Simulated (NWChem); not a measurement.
System: C$_{2}$H$_{3}$FN$_{2}$Si; SMILES N#C/N=C\[SiH2]F

NWChem input:

```
start job
memory heap 200 mb stack 900 mb global 1100 mb
geometry units angstroms noautosym nocenter noautoz
  N      0.958013     2.700917    -0.000771
  C      0.029217     1.991522    -0.000361
  N     -1.110274     1.277664    -0.000092
  C     -1.057801    -0.012076     0.000371
  Si     0.513332    -1.096652     0.000580
  F     -0.020068    -2.619169    -0.002865
  H     -2.036573    -0.503541     0.000638
  H      1.291609    -0.836178     1.232279
  H      1.295076    -0.831616    -1.227907
end
basis spherical
  * library 6-31g*
end
dft
  xc b3lyp
  iterations 150
end
cosmo
  do_cosmo_smd true
  solvent water
end
task dft energy
```

Parts of the log:

```
             Northwest Computational Chemistry Package (NWChem) 7.3.0
             --------------------------------------------------------

                             Geometry "geometry" -> ""
                             -------------------------

 Output coordinates in angstroms (scale by  1.889725989 to convert to a.u.)

  No.       Tag          Charge          X              Y              Z
 ---- ---------------- ---------- -------------- -------------- --------------
    1 N                    7.0000     0.95801300     2.70091700    -0.00077100
    2 C                    6.0000     0.02921700     1.99152200    -0.00036100
    3 N                    7.0000    -1.11027400     1.27766400    -0.00009200
    4 C                    6.0000    -1.05780100    -0.01207600     0.00037100
    5 Si                  14.0000     0.51333200    -1.09665200     0.00058000
    6 F                    9.0000    -0.02006800    -2.61916900    -0.00286500
    7 H                    1.0000    -2.03657300    -0.50354100     0.00063800
    8 H                    1.0000     1.29160900    -0.83617800     1.23227900
    9 H                    1.0000     1.29507600    -0.83161600    -1.22790700

 Effective nuclear repulsion energy (a.u.)     252.8689806563

                                 NWChem DFT Module
                                 -----------------

 Summary of "ao basis" -> "ao basis" (spherical)
 ------------------------------------------------------------------------------
       Tag                 Description            Shells   Functions and Types
 ---------------- ------------------------------  ------  ---------------------
 N                           6-31g*                  6       14   3s2p1d
 C                           6-31g*                  6       14   3s2p1d
 Si                          6-31g*                  8       18   4s3p1d
 F                           6-31g*                  6       14   3s2p1d
 H                           6-31g*                  2        2   2s

 in cosmo_initialize ...
 calling solv_data for solv:h2o

 solvent parameters
 solvname_short: h2o
 solvname_long:  water
 dielec:       78.4000
 dielecinf:     1.7769
 aqueous SMD model solvent descriptors
 dielec:       78.4000
 sola:          0.8200

          ---------------
          -cosmo- solvent
          ---------------
 Cosmo: York-Karplus, doi: 10.1021/jp992097l
 dielectric constant -eps-     =  78.40
 screen = (eps-1)/(eps    )    =   0.98724
 surface charge correction     = lagrangian

   van der Waals surface
 --------------------------

 ---------- ATOMIC COORDINATES (A.U.) ------------ VDWR(ANG.) --
     1    1.81038206    5.10399305   -0.00145698     1.890
     2    0.05521212    3.76343088   -0.00068219     1.850
     3   -2.09811363    2.41443487   -0.00017385     1.890
     4   -1.99895404   -0.02282033    0.00070109     1.850
     5    0.97005682   -2.07237178    0.00109604     2.470
     6   -0.03792302   -4.94951173   -0.00541406     1.730
     7   -3.84856493   -0.95155451    0.00120565     1.200
     8    2.44078709   -1.58014730    2.32866965     1.200
     9    2.44733877   -1.57152637   -2.32040777     1.200
 number of segments per atom =        128
 number of   points per atom =        128
 atom (   nspa,  nppa )
 ----------------------
    1 (     94,     0 )       0
    2 (     40,     0 )       0
    3 (     58,     0 )       0
    4 (     36,     0 )       0
    5 (     80,     0 )       0
    6 (     65,     0 )       0
    7 (     52,     0 )       0
    8 (     33,     0 )       0
    9 (     33,     0 )       0
 number of -cosmo- surface points =      491
 molecular surface =    134.575 angstrom**2
 molecular volume  =    120.930 angstrom**3
 -lineq- algorithm             =   0
 -bem- low  level              =   3
 -bem- from -octahedral-
 gaussian surface charge width =   4.50000
 degree of switching           =   1.00000
 switching function tolerance  =   0.00010
 atomic radii =
 --------------
    1  7.000  1.890
    2  6.000  1.850
    3  7.000  1.890
    4  6.000  1.850
    5 14.000  2.470
    6  9.000  1.730
    7  1.000  1.200
    8  1.000  1.200
    9  1.000  1.200
 ...... end of -cosmo- initialization ......

 nat:                     9
 ixmem:                  4523
 calling mnsol_interface()
 G(SMD-CDS) energy (kcal/mol)  =     6.052
 SMD-CDS SASA (angstrom**2)    =   152.472

            General Information
            -------------------
          SCF calculation type: DFT
          Wavefunction type:  closed shell.
          No. of atoms     :     9
          No. of electrons :    52
           Alpha electrons :    26
            Beta electrons :    26
          Charge           :     0
          Spin multiplicity:     1
          Use of symmetry is: off; symmetry adaption is: off
          Maximum number of iterations: 150
          AO basis - number of functions:    94
                     number of shells:    44
          Convergence on energy requested:  1.00D-06
          Convergence on density requested:  1.00D-05
          Convergence on gradient requested:  5.00D-04

              XC Information
              --------------
                         B3LYP Method XC Potential
                     Hartree-Fock (Exact) Exchange  0.200
                        Slater Exchange Functional  0.800 local
                    Becke 1988 Exchange Functional  0.720 non-local
              Lee-Yang-Parr Correlation Functional  0.810
                  VWN I RPA Correlation Functional  0.190 local

             Grid Information
             ----------------
          Grid used for XC integration:  medium
          Radial quadrature: Mura-Knowles
          Angular quadrature: Lebedev.
          Tag              B.-S. Rad. Rad. Pts. Rad. Cut. Ang. Pts.
          ---              ---------- --------- --------- ---------
          N                   0.65       49          11.0       434
          C                   0.70       49          10.0       434
          Si                  1.10       88          10.0       590
          F                   0.50       49          12.0       434
          H                   0.35       45          10.0       434
          Grid pruning is: on
          Number of quadrature shells:   468
          Spatial weights used:  Erf1

      Superposition of Atomic Density Guess
      -------------------------------------

 Sum of atomic energies:        -573.59232195

      Non-variational initial energy
      ------------------------------

 Total energy =    -575.866615
 1-e energy   =   -1292.662125
 2-e energy   =     463.926529
 HOMO         =      -0.281542
 LUMO         =      -0.067460

   convergence    iter        energy       DeltaE   RMS-Dens  Diis-err
 ---------------- ----- ----------------- --------- --------- ---------
     COSMO gas phase
 d= 0,ls=0.0,diis     1   -576.6718149716 -8.30D+02  2.32D-02  1.30D+00
 d= 0,ls=0.0,diis     2   -576.1263055240  5.46D-01  1.70D-02  5.73D+00
 d= 0,ls=0.0,diis     3   -576.8282812069 -7.02D-01  3.71D-03  1.45D-01
 d= 0,ls=0.0,diis     4   -576.8387066216 -1.04D-02  1.64D-03  6.87D-02
 d= 0,ls=0.0,diis     5   -576.8449584228 -6.25D-03  5.44D-04  4.80D-03
  Resetting Diis
 d= 0,ls=0.0,diis     6   -576.8454173098 -4.59D-04  1.91D-04  7.98D-04
 d= 0,ls=0.0,diis     7   -576.8455121175 -9.48D-05  8.00D-05  3.07D-05
 d= 0,ls=0.0,diis     8   -576.8455062916  5.83D-06  5.38D-05  8.47D-05
 d= 0,ls=0.0,diis     9   -576.8455151164 -8.82D-06  1.42D-05  3.26D-06
 d= 0,ls=0.0,diis    10   -576.8455155028 -3.86D-07  3.76D-06  2.62D-07

   convergence    iter        energy       DeltaE   RMS-Dens  Diis-err
 ---------------- ----- ----------------- --------- --------- ---------
     COSMO solvation phase
 d= 0,ls=0.0,diis     1   -576.8453068473  2.09D-04  2.19D-03  5.39D-03
 d= 0,ls=0.0,diis     2   -576.8451825897  1.24D-04  8.46D-04  1.96D-02
 d= 0,ls=0.0,diis     3   -576.8474101094 -2.23D-03  3.53D-04  2.51D-04
 d= 0,ls=0.0,diis     4   -576.8473950614  1.50D-05  1.40D-04  4.52D-04
 d= 0,ls=0.0,diis     5   -576.8474453448 -5.03D-05  3.03D-05  1.93D-05
 d= 0,ls=0.0,diis     6   -576.8474472282 -1.88D-06  1.11D-05  1.55D-06
 d= 0,ls=0.0,diis     7   -576.8474473973 -1.69D-07  3.15D-06  1.61D-07

         Total DFT energy =     -576.847447397336
      One electron energy =    -1294.494586118261
           Coulomb energy =      522.475071921679
    Exchange-Corr. energy =      -57.175201632491
 Nuclear repulsion energy =      252.868980656252

             COSMO energy =       -0.521712224515

 Numeric. integr. density =       52.000008348328

                                COSMO-SMD solvation results
                                ---------------------------

             internal energy in gas <Psi(g)|H|Psi(g)> =      -576.845515502809
         internal energy in solvent <Psi(s)|H|Psi(s)> =      -576.842753846781
                               delta internal energy  =         0.002761656028 (    1.73 kcal/mol)
   total free energy in solvent <Psi(s)|H+V/2|Psi(s)> =      -576.857092328859
 polarization energy contribution <Psi(s)|V/2|Psi(s)> =        -0.014338482078 (   -9.00 kcal/mol)
    total free energy in solvent including G(SMD-CDS) =      -576.847447397336
                       G(SMD-CDS) energy contribution =         0.009644931523 (    6.05 kcal/mol)
     1 M fixed-concentration free energy of solvation =        -0.001931894526 (   -1.21 kcal/mol)

                       DFT Final Molecular Orbital Analysis
                       ------------------------------------

 Vector   24  Occ=2.000000D+00  E=-3.578976D-01
              MO Center=  8.3D-01, -8.7D-01,  3.2D-02, r^2= 3.3D+00
   Bfn.  Coefficient  Atom+Function         Bfn.  Coefficient  Atom+Function
  ----- ------------  ---------------      ----- ------------  ---------------
    65      0.345953  5 Si pz                79     -0.287442  6 F  pz
    92      0.279906  8 H  s                 94     -0.270907  9 H  s
    91      0.224475  8 H  s                 83     -0.218464  6 F  pz
    93     -0.213531  9 H  s                 61     -0.139709  5 Si pz
     5     -0.127056  1 N  pz                19     -0.126478  2 C  pz

 Vector   25  Occ=2.000000D+00  E=-3.197028D-01
              MO Center=  5.0D-02,  1.5D+00, -8.8D-05, r^2= 3.2D+00
   Bfn.  Coefficient  Atom+Function         Bfn.  Coefficient  Atom+Function
  ----- ------------  ---------------      ----- ------------  ---------------
     5      0.390835  1 N  pz                33     -0.279558  3 N  pz
    47     -0.272175  4 C  pz                19      0.254274  2 C  pz
     9      0.252537  1 N  pz                37     -0.197624  3 N  pz
    51     -0.176569  4 C  pz                23      0.143236  2 C  pz
    92      0.107937  8 H  s                 94     -0.107986  9 H  s

 Vector   26  Occ=2.000000D+00  E=-2.844936D-01
              MO Center= -5.5D-01,  1.1D+00, -6.8D-05, r^2= 3.5D+00
   Bfn.  Coefficient  Atom+Function         Bfn.  Coefficient  Atom+Function
  ----- ------------  ---------------      ----- ------------  ---------------
    31      0.357891  3 N  px                35      0.262325  3 N  px
     4      0.258294  1 N  py                63      0.219454  5 Si px
    32     -0.218334  3 N  py                34     -0.209161  3 N  s
    45     -0.199782  4 C  px                 8      0.186340  1 N  py
    36     -0.180831  3 N  py                17     -0.158990  2 C  px

 Vector   27  Occ=0.000000D+00  E=-9.390377D-02
              MO Center= -6.0D-01,  6.3D-01,  8.3D-05, r^2= 3.1D+00
   Bfn.  Coefficient  Atom+Function         Bfn.  Coefficient  Atom+Function
  ----- ------------  ---------------      ----- ------------  ---------------
    51      0.465583  4 C  pz                47      0.441066  4 C  pz
    37     -0.348612  3 N  pz                33     -0.326366  3 N  pz
     5      0.248354  1 N  pz                 9      0.242422  1 N  pz
    92     -0.204702  8 H  s                 94      0.204300  9 H  s
    69      0.170516  5 Si pz                19     -0.140427  2 C  pz

 Vector   28  Occ=0.000000D+00  E=-8.472766D-03
              MO Center=  5.4D-01, -4.2D-01,  8.5D-04, r^2= 4.7D+00
   Bfn.  Coefficient  Atom+Function         Bfn.  Coefficient  Atom+Function
  ----- ------------  ---------------      ----- ------------  ---------------
    68      0.808014  5 Si py                80      0.368967  6 F  s
    64      0.365954  5 Si py                20      0.351377  2 C  s
    48     -0.291981  4 C  s                 50      0.276262  4 C  py
    34     -0.267028  3 N  s                  6     -0.256857  1 N  s
     8      0.246849  1 N  py                90      0.209151  7 H  s

 Vector   29  Occ=0.000000D+00  E= 4.053942D-02
              MO Center=  1.5D-01,  4.9D-01, -1.6D-04, r^2= 6.0D+00
   Bfn.  Coefficient  Atom+Function         Bfn.  Coefficient  Atom+Function
  ----- ------------  ---------------      ----- ------------  ---------------
    67      0.701121  5 Si px                48      0.587398  4 C  s
    22      0.417085  2 C  py                68      0.336908  5 Si py
    80      0.337660  6 F  s                 18      0.325573  2 C  py
     8     -0.309731  1 N  py                66     -0.307129  5 Si s
     7      0.250242  1 N  px                 4     -0.242841  1 N  py

     Multipole analysis of the density
     ---------------------------------

     L   x y z        total         alpha         beta         nuclear
     -   - - -        -----         -----         ----         -------
     0   0 0 0     -0.000000    -26.000000    -26.000000     52.000000

     1   1 0 0     -0.670885     -0.636681     -0.636681      0.602477
     1   0 1 0     -1.500990      0.544195      0.544195     -2.589380
     1   0 0 1      0.002127      0.018672      0.018672     -0.035217

     2   2 0 0    -30.447472    -74.071531    -74.071531    117.695589
     2   1 1 0     -3.148051     -1.696755     -1.696755      0.245459
     2   1 0 1      0.000608      0.004048      0.004048     -0.007489
     2   0 2 0    -42.234836   -318.428640   -318.428640    594.622443
     2   0 1 1     -0.003678     -0.054176     -0.054176      0.104673
     2   0 0 2    -29.276629    -20.041963    -20.041963     10.807297
```

Level: B3LYP/6-31G* (spherical d), SMD on the gas-phase geometry. All runs use the structure optimised with B3LYP/6-31G* (spherical d). Solvent: water.
